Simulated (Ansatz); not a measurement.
Results of the Gaussian-basis code of Ansatz.

A structure relaxed at PBE0-D4/def2-TZVP, charge 0, multiplicity 1:

| atom | x (Å) | y (Å) | z (Å) |
| --- | --- | --- | --- |
| B1 | -0.341 | -0.385 | -2.120 |
| S2 | 0.538 | -1.766 | -1.423 |
| Ga3 | 0.759 | -1.130 | 0.711 |
| Si4 | -0.156 | 0.993 | 1.385 |
| H5 | -0.611 | -0.436 | -3.282 |
| H6 | -0.655 | 0.561 | -1.460 |
| H7 | 1.522 | -2.187 | 1.586 |
| H8 | -1.625 | 1.023 | 1.154 |
| H9 | 0.097 | 1.226 | 2.834 |
| H10 | 0.472 | 2.100 | 0.615 |

Give its formula and SMILES.

BGaH6SSi, `B[S][GaH][SiH3]`.

Point group (tolerance 0.08 Å, 0.16 Å for H)?

Cs.

Summarise the bond lengths by kind.

1 × B–S 1.779 Å; 2 × B–H 1.194 to 1.196 Å; 1 × Ga–S 2.237 Å; 1 × Ga–Si 2.409 Å; 1 × Ga–H 1.569 Å; 3 × H–Si 1.487 to 1.489 Å.
